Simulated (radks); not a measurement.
The numbers below are computed, except where a source is named.
The magnesium ion Mg+, configuration [Ne] 3s1. Code: a radial shooting solver on a logarithmic mesh with Libxc functionals. Model: non-relativistic Kohn-Sham, LDA (Slater exchange, Perdew-Wang correlation), spin-polarised, spherical densities, point nucleus; open shells are filled with parallel spins first.

Unscreened Slater integrals over Kohn-Sham orbitals (cm^-1). They are taken over the spin-up orbitals.

| integral | value |
|---|---|
| F0(3s,3s) | 71883 |
| F0(3s,2p) | 95453 |
| G1(3s,2p) | 6215.7 |
| F0(3s,2s) | 95233 |
| G0(3s,2s) | 4831.0 |
| F0(3s,1s) | 102730 |
| G0(3s,1s) | 2085.9 |
| F0(2p,2p) | 294670 |
| F2(2p,2p) | 132830 |
| F0(2p,2s) | 287850 |
| G1(2p,2s) | 172470 |
| F0(2p,1s) | 422330 |
| G1(2p,1s) | 52573 |
| F0(2s,2s) | 284270 |
| F0(2s,1s) | 404200 |
| G0(2s,1s) | 30916 |
| F0(1s,1s) | 1572000 |
